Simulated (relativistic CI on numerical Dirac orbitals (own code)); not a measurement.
Ti16+: sensitivity of the levels to the model

Base calculation: Dirac-Coulomb-Breit CI, orbitals from a KLI potential per configuration, model QED, unscaled Slater integrals.

CI space (outside the closed core 1s2): 2s²2p², 2s2p³, 2p⁴, 2p³3s, 2p³3p, 2p³3d, 2s²2p3s, 2s²2p3p, 2s²2p3d, 2s2p²3s, 2s2p²3p, 2s2p²3d, 2s²2p4s, 2s²2p4p, 2s²2p4d, 2s²2p4f. Levels of other configurations are missing.

Variants: (1) configuration mixing switched off; (2) QED terms removed. Shifts of the energy above 2s²2p² ³P0, in eV, for the lowest level and the first level of each name with at least 55 % of one term (blank where a level changes its place among those of its configuration and J or its character, or is not in the variant):

```
       Level     Base    Δ(1)    Δ(2)
  2s²2p² ³P0    0.000   0.000   0.000
  2s²2p² ³P1    3.660  -0.137  -0.012
  2s²2p² ³P2    6.921  -0.087  -0.018
  2s²2p² ¹D2   17.745  -0.079  -0.022
  2s²2p² ¹S0   30.119  +4.321  -0.010
  2s2p³ ⁵S°2   40.408  -2.421  +0.221
  2s2p³ ³D°2   72.083  -1.948  +0.225
  2s2p³ ³D°1   72.250  -1.936  +0.225
  2s2p³ ³D°3   73.043  -1.927  +0.220
  2s2p³ ³P°0   84.558  -2.167  +0.220
  2s2p³ ³P°1   84.867  -2.143  +0.218
  2s2p³ ³P°2   85.580  -2.129  +0.215
  2s2p³ ³S°1  105.294  -1.514  +0.227
  2s2p³ ¹D°2  106.234  -1.449  +0.220
  2s2p³ ¹P°1  118.540  -1.691  +0.216
     2p⁴ ³P2  159.067  -3.704  +0.465
     2p⁴ ³P1  164.218  -3.593  +0.452
     2p⁴ ³P0  165.057  -3.827  +0.453
     2p⁴ ¹D2  173.138  -3.322  +0.454
     2p⁴ ¹S0  195.557  -8.370  +0.437
2s²2p3s ³P°0  637.645  +2.751  -0.076
2s²2p3s ³P°1  638.469  +2.688  -0.077
```

At this charge energies of transitions that change n are usually good to better than 1 %, and those within a shell (Δn = 0) to a few per cent.

Ionisation energy from the two ground configurations alone: base 1131.82 eV. The NIST ASD value (semi-empirical) is 1130.2 eV.

LS names give the leading component of a level, which can be under half, so a name can repeat, a term be missing and a line seem to break the LS rules.
